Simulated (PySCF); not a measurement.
**Radial density of Ne⁺ (neon, charge +1)**

B3LYP, [He] 2s2 2p5, 2P determinant. Computed with PySCF 2.14 in aug-cc-pVDZ (4s3p2d, 23 functions), with the non-relativistic Hamiltonian (point nucleus).

```csv
r (bohr),4πr²ρ (e/bohr),4πr²(ρα − ρβ)
0.00201,0.03000,0.0000
0.00339,0.08344,0.0000
0.00570,0.2265,0.0001
0.00958,0.5908,0.0002
0.0161,1.470,0.0006
0.0271,3.338,0.0015
0.0456,6.556,0.0045
0.0767,10.05,0.0173
0.129,10.43,0.0818
0.217,6.577,0.3128
0.365,5.369,0.7823
0.614,7.599,1.1071
1.03,4.864,0.6590
1.74,0.9168,0.1083
2.92,0.03950,0.0043
4.91,4.415e-05,0.0000
```
